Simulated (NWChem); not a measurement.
Molecule: C3H9Ge, doublet; SMILES [C](C)(C)[GeH3]

Results from NWChem. Spin-unrestricted. The geometry was optimised at PBE-D3(BJ)/def2-SVP, spin-unrestricted. No stability test was run on the SCF state. Total energies compare along this basis series because the functional is fixed.

```
level            basis functions  energy (Ha)  highest occupied level (eV)  lowest empty minus highest occupied level, either spin (eV)  dipole (D)   <S²>
---------------  ---------------  -----------  ---------------------------  -----------------------------------------------------------  ----------  -----
PBE/cc-pVDZ                  114   -2196.1451                            ?                                                         1.73        1.09  0.754
PBE/aug-cc-pVDZ              186   -2196.1551                        -4.37                                                         1.69        1.06  0.754
PBE/cc-pVTZ                  259   -2196.2570                        -4.37                                                         1.73        1.09  0.754
```

### Question
Fill in the missing entries.

### Answer

- PBE/cc-pVDZ, highest occupied level (eV): -4.24
